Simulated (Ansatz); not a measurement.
`CN(C)[Si]Cl` and `C[N](C)[Sn][F]` differ in one atom or group.

Ansatz, PBE0-D4/def2-TZVP geometries, multiplicity 1. Each molecule was computed in one conformer, which needn't be the lowest.

Elements past krypton have def2 core potentials.

```json
{"property": "size of the dipole moment (B3LYP/def2-TZVPP) / D", "`CN(C)[Si]Cl`": "2.98"}
{"property": "HOMO–LUMO gap (ωB97M-V/def2-TZVPP) / eV", "`CN(C)[Si]Cl`": "9.55"}
{"property": "ideal-gas entropy at 298 K and 1 bar (rigid rotor, harmonic PBE0-D4/def2-TZVP) / J/(mol·K)", "`CN(C)[Si]Cl`": "342"}
{"property": "LUMO energy (B3LYP/def2-TZVPP) / eV", "`CN(C)[Si]Cl`": "-1.62"}
{"property": "size of the dipole moment (ωB97M-V/def2-TZVPP) / D", "`CN(C)[Si]Cl`": "2.91"}
{"property": "HOMO energy (B3LYP/def2-TZVPP) / eV", "`CN(C)[Si]Cl`": "-6.76"}
```

Question: What does the change do to each property? (An estimate is asked.)

Answer: Ansatz gave: 
```json
{"property": "size of the dipole moment (B3LYP/def2-TZVPP) / D", "`C[N](C)[Sn][F]`": "2.86", "shift": "-0.12"}
{"property": "HOMO–LUMO gap (ωB97M-V/def2-TZVPP) / eV", "`C[N](C)[Sn][F]`": "8.50", "shift": "-1.05"}
{"property": "ideal-gas entropy at 298 K and 1 bar (rigid rotor, harmonic PBE0-D4/def2-TZVP) / J/(mol·K)", "`C[N](C)[Sn][F]`": "356", "shift": "14"}
{"property": "LUMO energy (B3LYP/def2-TZVPP) / eV", "`C[N](C)[Sn][F]`": "-2.10", "shift": "-0.48"}
{"property": "size of the dipole moment (ωB97M-V/def2-TZVPP) / D", "`C[N](C)[Sn][F]`": "2.77", "shift": "-0.14"}
{"property": "HOMO energy (B3LYP/def2-TZVPP) / eV", "`C[N](C)[Sn][F]`": "-6.33", "shift": "0.43"}
```

With PBE0 the HOMO rises by 0.43 eV and the LUMO falls by 0.42 eV, so the gap narrows by about 0.85 eV. PBE moves the HOMO by 0.47 eV and ωB97M-V by 0.34 eV. Dipoles are sizes alone; their direction can turn.

B3LYP here is the variant with VWN-RPA as its local correlation; programs differ in this.
